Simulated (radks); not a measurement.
Results of a calculation; reference values are marked as such.
Problem. Ionisation of the ytterbium ion Yb2+, [Xe] 4f14, to Yb3+, [Xe] 4f13, under several functionals. Non-relativistic Kohn-Sham, spin-polarised, spherical densities, point nucleus; open shells are filled with parallel spins first (spin-orbit coupling, left out, can overturn this in heavy ions); a radial shooting solver on a logarithmic mesh with Libxc functionals. Known Delta-SCF values: B86b exchange with PBE correlation 30.862 eV. What does revTPSS give, and what is its highest occupied eigenvalue?

Solution. 30.629 eV by Delta-SCF; the 4f eigenvalue is -21.308 eV. NIST: 25.05 eV (semi-empirical).

Beside tabulated values, note that relativity, absent from the non-relativistic runs, is large for the heavy elements.
